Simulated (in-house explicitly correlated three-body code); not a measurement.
Computed with an exponentially correlated three-body code. Model: two electrons around a point charge, non-relativistic, variational in 260 exponentially correlated functions (energies converged to about 1e-7 hartree, or 1e-8 relative for large Z).

For two electrons in a singlet the Kohn-Sham orbital is the square root of half the density, so the exact Kohn-Sham potential and energy parts follow from the density alone, and exchange is minus half the Hartree energy. The Kohn-Sham level equals minus the binding energy of the second electron.

Command:
```bash
python run_hyl.py task.json out
```
Settings (lengths in bohr, energies in hartree):
```
Z                      2.38
interaction_strength   1
functions              260
states_tried           13
```

Cost of the run: 30 s on 1 thread of Intel(R) Xeon(R) Platinum 8375C CPU @ 2.90GHz (Ice Lake), on a shared host.

**Those bound S and P states to n = 4 that converged, binding against the one-electron ion.**

Given: nuclear charge 2.38.

Computed: one-electron threshold -2.8322 hartree.

```
term  energy (hartree)  binding (eV)  quantum defect
1 1S         -4.331171        40.789         0.20298
2 3S       -3.14325374        8.4642         0.25037
2 1S       -3.09896905        7.2592         0.11072
2 3P       -3.08525822        6.8861        0.060214
2 1P       -3.06739009        6.3998       -0.012123
3 3S       -2.95739783        3.4068         0.24218
3 1S       -2.94594368        3.0951         0.10665
3 3P                 ?             ?               ?
3 1P       -2.93706726        2.8536       -0.013312
4 3S        -2.8995434        1.8325         0.23975
4 1S                 ?             ?               ?
4 3P       -2.89363633        1.6718        0.063127
4 1P       -2.89131065        1.6085       -0.013574
```

(1) What belongs in the row 3 3P?

(2) What belongs in the row 4 1S?

**Converged states only, values per electron or pair.**

```json
{"term": "1 1S", "mean r (bohr)": "0.75132", "mean r squared (bohr²)": "0.77356", "mean inverse r (1/bohr)": "2.0681", "mean r12 (bohr)": "1.1406", "mean inverse r12 (1/bohr)": "1.182", "mean cosine": "-0.054513", "mean p1 dot p2 (bohr⁻²)": "0.20812", "delta r1 (bohr⁻³)": "3.2228", "delta r12 (bohr⁻³)": "0.21775"}
{"term": "2 3S", "mean r (bohr)": "2.004", "mean r squared (bohr²)": "6.9271", "mean inverse r (1/bohr)": "1.3927", "mean r12 (bohr)": "3.4648", "mean inverse r12 (1/bohr)": "0.34275", "mean cosine": "-0.01464", "mean p1 dot p2 (bohr⁻²)": "0.011201", "delta r1 (bohr⁻³)": "2.2494", "delta r12 (bohr⁻³)": "-"}
{"term": "2 1S", "mean r (bohr)": "?", "mean r squared (bohr²)": "?", "mean inverse r (1/bohr)": "?", "mean r12 (bohr)": "?", "mean inverse r12 (1/bohr)": "?", "mean cosine": "?", "mean p1 dot p2 (bohr⁻²)": "?", "delta r1 (bohr⁻³)": "?", "delta r12 (bohr⁻³)": "?"}
{"term": "2 3P", "mean r (bohr)": "1.9894", "mean r squared (bohr²)": "7.0576", "mean inverse r (1/bohr)": "1.3721", "mean r12 (bohr)": "3.449", "mean inverse r12 (1/bohr)": "0.3608", "mean cosine": "-0.045701", "mean p1 dot p2 (bohr⁻²)": "-0.13651", "delta r1 (bohr⁻³)": "2.1166", "delta r12 (bohr⁻³)": "-"}
{"term": "2 1P", "mean r (bohr)": "?", "mean r squared (bohr²)": "?", "mean inverse r (1/bohr)": "?", "mean r12 (bohr)": "?", "mean inverse r12 (1/bohr)": "?", "mean cosine": "?", "mean p1 dot p2 (bohr⁻²)": "?", "delta r1 (bohr⁻³)": "?", "delta r12 (bohr⁻³)": "?"}
{"term": "3 3S", "mean r (bohr)": "4.464", "mean r squared (bohr²)": "39.383", "mean inverse r (1/bohr)": "1.275", "mean r12 (bohr)": "8.3318", "mean inverse r12 (1/bohr)": "0.15424", "mean cosine": "-0.0041329", "mean p1 dot p2 (bohr⁻²)": "0.0029684", "delta r1 (bohr⁻³)": "2.1726", "delta r12 (bohr⁻³)": "-"}
{"term": "3 1S", "mean r (bohr)": "4.8733", "mean r squared (bohr²)": "47.452", "mean inverse r (1/bohr)": "1.2696", "mean r12 (bohr)": "9.1455", "mean inverse r12 (1/bohr)": "0.1513", "mean cosine": "-0.0045794", "mean p1 dot p2 (bohr⁻²)": "0.004007", "delta r1 (bohr⁻³)": "2.1686", "delta r12 (bohr⁻³)": "0.0062502"}
{"term": "3 3P", "mean r (bohr)": "4.6379", "mean r squared (bohr²)": "43.43", "mean inverse r (1/bohr)": "1.2695", "mean r12 (bohr)": "8.6835", "mean inverse r12 (1/bohr)": "0.15766", "mean cosine": "-0.012629", "mean p1 dot p2 (bohr⁻²)": "-0.036921", "delta r1 (bohr⁻³)": "2.1376", "delta r12 (bohr⁻³)": "-"}
{"term": "3 1P", "mean r (bohr)": "4.8896", "mean r squared (bohr²)": "48.444", "mean inverse r (1/bohr)": "1.2659", "mean r12 (bohr)": "9.1756", "mean inverse r12 (1/bohr)": "0.15149", "mean cosine": "0.00041929", "mean p1 dot p2 (bohr⁻²)": "0.031912", "delta r1 (bohr⁻³)": "2.1466", "delta r12 (bohr⁻³)": "0.00085802"}
{"term": "4 3S", "mean r (bohr)": "8.0108", "mean r squared (bohr²)": "133.54", "mean inverse r (1/bohr)": "1.2366", "mean r12 (bohr)": "15.409", "mean inverse r12 (1/bohr)": "0.086901", "mean cosine": "-0.0016787", "mean p1 dot p2 (bohr⁻²)": "0.0011836", "delta r1 (bohr⁻³)": "2.1563", "delta r12 (bohr⁻³)": "-"}
{"term": "4 1S", "mean r (bohr)": "8.5639", "mean r squared (bohr²)": "153.36", "mean inverse r (1/bohr)": "1.2343", "mean r12 (bohr)": "16.514", "mean inverse r12 (1/bohr)": "0.085529", "mean cosine": "-0.001928", "mean p1 dot p2 (bohr⁻²)": "0.0016529", "delta r1 (bohr⁻³)": "2.1551", "delta r12 (bohr⁻³)": "0.0025898"}
{"term": "4 3P", "mean r (bohr)": "8.3731", "mean r squared (bohr²)": "147.71", "mean inverse r (1/bohr)": "1.2343", "mean r12 (bohr)": "16.135", "mean inverse r12 (1/bohr)": "0.088023", "mean cosine": "-0.0051626", "mean p1 dot p2 (bohr⁻²)": "-0.014957", "delta r1 (bohr⁻³)": "2.1423", "delta r12 (bohr⁻³)": "-"}
{"term": "4 1P", "mean r (bohr)": "8.7087", "mean r squared (bohr²)": "160.04", "mean inverse r (1/bohr)": "1.2328", "mean r12 (bohr)": "16.802", "mean inverse r12 (1/bohr)": "0.085503", "mean cosine": "0.00019213", "mean p1 dot p2 (bohr⁻²)": "0.013578", "delta r1 (bohr⁻³)": "2.1461", "delta r12 (bohr⁻³)": "0.00037955"}
```

(3) What belongs in the row 2 1S?

(4) What belongs in the row 2 1P?

**Exact Kohn-Sham parts of the ground state from its density.**

Computed: total energy -4.331171 hartree; Kohn-Sham kinetic 4.293 hartree; Hartree energy 2.5257 hartree; exchange energy -1.2629 hartree; kinetic part of the DFT correlation energy 0.038147 hartree; potential part of the DFT correlation energy -0.080906 hartree; exact minus restricted Hartree-Fock -0.042724 hartree; restricted Hartree-Fock level -41.153 eV; dipole polarisability 0.57814 bohr³; C6 of two such species 0.40145 hartree·bohr⁶.

(5) What is the Kohn-Sham level?

(6) What is the DFT correlation energy?

**Functionals on the exact density and self-consistent, errors are functional minus exact, hybrids only self-consistent, a dash where a self-consistent run leaves the top level unbound.**

| result | exchange error (millihartree) | correlation error (millihartree) | functional driven error (millihartree) | density driven error (millihartree) | self consistent total error (millihartree) | top level plus exact binding (eV) |
| --- | --- | --- | --- | --- | --- | --- |
| PBE0 | - | - | - | - | 11.802 | 8.1908 |
| r2SCAN | -4.8819 | 3.7073 | -1.1746 | -0.27481 | -1.4494 | 10.215 |
| r2SCAN0 | - | - | - | - | ? | ? |
| RPBE | -4.723 | -0.49449 | -5.2175 | -1.1362 | -6.3537 | 11.174 |
| HSE06 | - | - | - | - | 10.183 | 8.5937 |
| wB97X | - | - | - | - | -1.6243 | 5.6568 |
| LDA PW92 | ? | ? | ? | ? | ? | ? |
| PBE | 16.928 | -0.49449 | 16.433 | -1.0329 | 15.4 | 11.266 |
| SCAN | -4.8819 | 3.7073 | -1.1746 | -0.27481 | -1.4494 | 10.215 |
| BP86 | 2.1944 | -1.3971 | 0.79733 | -0.69282 | 0.10451 | 11.136 |
| PBEsol | 72.771 | -11.651 | 61.12 | -1.0737 | 60.046 | 11.643 |
| TPSS | -4.5263 | -1.5179 | -6.0442 | -0.27332 | -6.3175 | 10.535 |
| M06-L | -14.713 | 0.61432 | -14.099 | -2.2985 | -16.398 | 10.121 |
| LDA VWN5 | 175.39 | -79.655 | 95.735 | -1.8498 | 93.886 | 11.707 |

(7) What belongs in the row r2SCAN0?

(8) What belongs in the row LDA PW92?

## Answers

(1) energy (hartree): -2.94255008; binding (eV): 3.0028; quantum defect: 0.062501.

(2) energy (hartree): -2.89498074; binding (eV): 1.7084; quantum defect: 0.10551.

(3) mean r (bohr): 2.2715; mean r squared (bohr²): 9.1759; mean inverse r (1/bohr): 1.3725; mean r12 (bohr): 3.9793; mean inverse r12 (1/bohr): 0.33519; mean cosine: -0.015086; mean p1 dot p2 (bohr⁻²): 0.0141; delta r1 (bohr⁻³): 2.2283; delta r12 (bohr⁻³): 0.021719.

(4) mean r (bohr): 2.1576; mean r squared (bohr²): 8.3919; mean inverse r (1/bohr): 1.3599; mean r12 (bohr): 3.7449; mean inverse r12 (1/bohr): 0.33828; mean cosine: 0.00086258; mean p1 dot p2 (bohr⁻²): 0.10418; delta r1 (bohr⁻³): 2.149; delta r12 (bohr⁻³): 0.0025106.

(5) -40.789 eV.

(6) -0.042759 hartree.

(7) self consistent total error (millihartree): -0.062477; top level plus exact binding (eV): 7.4402.

(8) exchange error (millihartree): 175.39; correlation error (millihartree): -79.145; functional driven error (millihartree): 96.246; density driven error (millihartree): -1.8632; self consistent total error (millihartree): 94.382; top level plus exact binding (eV): 11.714.

The density-driven part is never positive, since each functional's own density lowers its energy. Here it is small beside the functional-driven part (median ratio 0.11), the normal case. The correlation energy of density-functional theory lies 0.035 millihartree below exact minus Hartree-Fock, because the Hartree-Fock density, unlike the exact one, minimises the Hartree-Fock energy.
